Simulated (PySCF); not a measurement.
Al(Cl)2(SeH) (AlCl2HSe), SMILES [Cl][Al]([Cl])[SeH]. Atoms are numbered in the order given.

```xyz
5

Al    -0.0002     0.5447     0.0000
Cl     1.8195     1.5823     0.0000
Cl    -1.8020     1.6172     0.0000
Se     0.0338    -1.7547     0.0000
H     -1.4421    -1.8144     0.0000
```

Coordinates come from a B3LYP-D3(BJ)/def2-SVP optimisation. The structure was generated by enumeration; whether it is a known compound was not checked. Other conformers were not sampled.

All values below come from PySCF with B3LYP/def2-TZVP.

Question: Estimate the frontier levels, gap, dipole moment and polarisability. (The exact figures need the calculation; the answer reports its results.)

Answer: 
The highest occupied level is -7.57 eV and the lowest empty level is -1.45 eV. The orbital gap is 6.11 eV and the dipole moment is 1.11 D. The quadrupole, principal values (traceless, Buckingham form, about the centre of nuclear charge) is -4.04, 0.75, 3.30 D·Å, the mean static polarisability comes out as 74.1 bohr³ (10.98 Å³) and the polarisability, principal values is 55.3, 77.6, 89.4 bohr³.
